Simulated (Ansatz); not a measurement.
ZnF2. Total charge 0; singlet. Geometry PBE-D4/def2-TZVP.

Cartesian coordinates in Å:
```
Zn 0.000 0.001 0.000
F -1.506 0.539 0.697
F 1.505 -0.540 -0.698
```

LC-ωPBE has ω = 0.4 bohr⁻¹.

Estimate the orbital energies around the gap (eV) in Ansatz with PBE-D4/def2-TZVP, PBE0-D4/def2-TZVPD, BHLYP-D4/def2-TZVP, LC-ωPBE/def2-TZVP, ωB97M-V/def2-TZVP.


```csv
orbital,PBE-D4/def2-TZVP,PBE0-D4/def2-TZVPD,BHLYP-D4/def2-TZVP,LC-ωPBE/def2-TZVP,ωB97M-V/def2-TZVP
HOMO−13,-84.70,-90.42,-96.13,-90.81,-93.04
HOMO−12,-28.22,-31.64,-34.90,-33.98,-34.36
HOMO−11,-27.97,-31.39,-34.64,-33.69,-34.11
HOMO−10,-13.70,-16.28,-18.96,-19.05,-18.88
HOMO−9,-13.18,-16.04,-18.96,-18.73,-18.68
HOMO−8,-13.18,-16.04,-18.95,-18.73,-18.68
HOMO−7,-13.02,-15.92,-18.86,-18.57,-18.52
HOMO−6,-13.02,-15.92,-18.86,-18.57,-18.52
HOMO−5,-10.08,-11.81,-13.50,-14.65,-14.22
HOMO−4,-9.89,-11.69,-13.46,-14.60,-14.21
HOMO−3,-9.22,-11.18,-13.08,-14.09,-13.72
HOMO−2,-9.22,-11.18,-13.08,-14.09,-13.72
HOMO−1,-8.58,-10.59,-12.53,-13.41,-13.09
HOMO,-8.58,-10.59,-12.53,-13.41,-13.09
LUMO,-3.04,-2.09,-1.29,0.24,-0.24
LUMO+1,-0.87,-0.26,0.37,1.67,1.06
LUMO+2,-0.87,-0.26,0.37,1.67,1.06
LUMO+3,1.37,0.73,2.45,3.75,3.02
LUMO+4,3.16,1.53,4.89,6.07,5.49
LUMO+5,4.25,1.53,5.79,6.88,6.39
```
